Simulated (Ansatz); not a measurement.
A CCSD(T) single point on C2H6AlNS.

```yaml
crystal:
  periodic: [false, false, false]
  atoms:
    - {symbol: C, position_ang: [-1.253324, 0.333768, 1.251224]}
    - {symbol: C, position_ang: [-0.118657, 0.277041, 0.310018]}
    - {symbol: N, position_ang: [1.000824, -0.325340, 0.535976]}
    - {symbol: Al, position_ang: [1.083426, 0.420680, -1.227970]}
    - {symbol: S, position_ang: [0.854651, -0.949663, -2.940146]}
    - {symbol: H, position_ang: [-1.494580, 1.378754, 1.465163]}
    - {symbol: H, position_ang: [-1.056692, -0.195110, 2.191168]}
    - {symbol: H, position_ang: [-2.142204, -0.088652, 0.774423]}
    - {symbol: H, position_ang: [1.183452, -0.822343, 1.410583]}
    - {symbol: H, position_ang: [2.010115, 1.677777, -1.448786]}
    - {symbol: H, position_ang: [-0.001710, -1.763912, -2.301054]}
basis:
  gaussian: {orbitals: def2-TZVPP}
correlation: {method: ccsd_t}
```

```sh
$ ansatz run in.yaml --threads 4 --pin off --events-out ev --progress --plain --max-ram 10444MiB
```

Output of Ansatz, abridged:

```
Functional definition: HF
1524 factors; integrals over basis functions are off by at most 1.6e-3 eV
mean field evaluation 1: about -21037.2768 eV, gradient 3.5e1 eV
mean field evaluation 2: about -21037.5196 eV, gradient 3.5e1 eV
mean field evaluation 4: about -21040.9309 eV, gradient 4.4e0 eV
mean field evaluation 8: about -21041.0092 eV, gradient 3.3e-1 eV
mean field evaluation 16: about -21041.0097 eV, gradient 2.6e-6 eV
mean field -21041.00973903 eV, -773.2428458006 hartree, gradient 2.6e-6 eV, S^2 0.000000; 0 other end points of the search recorded, 0 dependent functions left out
13 core orbitals not correlated: weight in the atoms' cores, before any rotation towards them, 1.000 or more for the frozen orbitals, at most 0.000 for the correlated occupied ones
reference -21041.00973903 eV, -773.2428458006 hartree; 14, 14 occupied and 234, 234 virtual orbitals, 1524 factors
second order -21.36605685 eV of doubles, -0.00000000 eV of singles
cycle   1  -22.04135144 eV  change   -6.8e-1 eV  update   1.0e-1
cycle   2  -22.62431551 eV  change   -5.8e-1 eV  update   3.2e-2
cycle   3  -22.73929154 eV  change   -1.1e-1 eV  update   1.6e-2
cycle   4  -22.72873886 eV  change    1.1e-2 eV  update   4.5e-3
cycle   5  -22.72889418 eV  change   -1.6e-4 eV  update   2.1e-3
cycle   6  -22.72885859 eV  change    3.6e-5 eV  update   6.6e-4
cycle   7  -22.72863780 eV  change    2.2e-4 eV  update   2.7e-4
cycle   8  -22.72869566 eV  change   -5.8e-5 eV  update   9.2e-5
cycle   9  -22.72872948 eV  change   -3.4e-5 eV  update   3.4e-5
perturbative correction -1.00957041 eV, -0.0371010282 hartree
Total energy: -21064.74803891 eV, -774.1152122310 hartree
```

Hardware: 4 threads of an Arm Neoverse V2 on a shared host. Wall time 120 s, peak host memory 5.9 GiB.

Correlation energy per correlated electron: -0.848 eV. T1 diagnostic: 0.0131.
